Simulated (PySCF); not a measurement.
## Electron correlation in Os+ (osmium, charge +1)

[Xe] 4f14 5d6 6s1, high-spin 6D determinant. Calculation: PySCF 2.14, in cc-pVTZ-PP with ECP60MDF (5s5p4d2f1g, 63 functions); a scalar-relativistic core potential. Frozen: 5s2 5p6; 7 electrons correlated.

MP2 pair energies summed by pair of shells (mhartree):

```json
{"pair": "5d-5d", "energy": "-98.36", "share (%)": "76.0"}
{"pair": "5d-6s", "energy": "-31.06", "share (%)": "24.0"}
```

Total MP2 correlation energy: -129.43 mhartree.

Same-spin part -76.74 and opposite-spin part -52.69 mhartree; SCS-MP2 scales them by 1/3 and 6/5 to -88.80 mhartree.
